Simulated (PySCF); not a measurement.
A PySCF script (with the pyscf-properties extension) for the NMR shieldings of `C#CC[B@@H-](Cl)[N+]#CC`, C₅H₇BClN, on a GFN2-xTB geometry:

```python
import basis_set_exchange as bse
import numpy as np
from pyscf import gto, dft
from pyscf.prop import nmr

atoms = """
C    -2.335866    1.548834    1.124855
C    -2.108218    0.604087    0.424675
C    -1.792208   -0.530879   -0.408386
B    -0.558430   -1.418642    0.204852
Cl   -0.019610   -2.737066   -1.004401
N     0.638635   -0.546577    0.246176
C     1.597870    0.069179    0.106232
C     2.794844    0.820896   -0.062674
H    -2.566837    2.370814    1.733726
H    -2.678363   -1.163637   -0.489600
H    -1.550982   -0.176268   -1.414050
H    -0.734001   -1.870124    1.283918
H     3.212927    0.610104   -1.047955
H     2.576596    1.886228    0.016570
H     3.519230    0.541039    0.702941
"""
names = dict.fromkeys(["C", "B", "Cl", "N", "H"], "pcSseg-1")
basis = {el: gto.basis.parse(bse.get_basis(n, elements=[el], fmt="nwchem")) for el, n in names.items()}
mol = gto.M(atom=atoms, basis=basis, charge=0, verbose=0)
mf = dft.RKS(mol, xc="PBE0")
mf.grids.level = 2
mf.grids.alignment = dft.numint.BLKSIZE   # the property module wants whole blocks of grid points
mf.conv_tol = 1e-9
mf.kernel()

calc = nmr.RKS(mf)   # GIAO
C = mf.mo_coeff
Co = C[:, mf.mo_occ > 0]
resp = mf.gen_response(singlet=True, hermi=2)
def vind(x):   # induced exchange potential for any number of trial vectors
    d = np.einsum("pi,xij,qj->xpq", C, 2 * x.reshape(-1, C.shape[1], Co.shape[1]), Co, optimize=True)
    return np.einsum("xpq,pi,qj->xij", resp(d - d.transpose(0, 2, 1)), C, Co, optimize=True).ravel()
mo1, _ = nmr.rhf.solve_mo1(calc, with_cphf=vind)
sigma = calc.kernel(mo1)
for i, s in enumerate(sigma):   # ppm
    print("%2d %-2s %9.2f" % (i, mol.atom_pure_symbol(i), np.trace(s) / 3))
```

**Question.** What does it print?

**Answer.** 
```
 0 C     117.21
 1 C      95.02
 2 C     170.49
 3 B     118.10
 4 Cl    912.43
 5 N      37.96
 6 C      63.38
 7 C     185.24
 8 H      30.67
 9 H      29.79
10 H      30.28
11 H      28.63
12 H      29.12
13 H      29.14
14 H      29.16
```

These numbers come from an equivalent density-fitted implementation of the same equations, which agrees with the script to about 0.01 ppm for H and up to a few tenths of a ppm for heavy atoms, so last digits may differ.

Size and cost of the density-fitted run: 178 basis functions, 27 s wall time on 1 thread of an Arm Neoverse V1, shared host; peak memory 0.8 GiB.
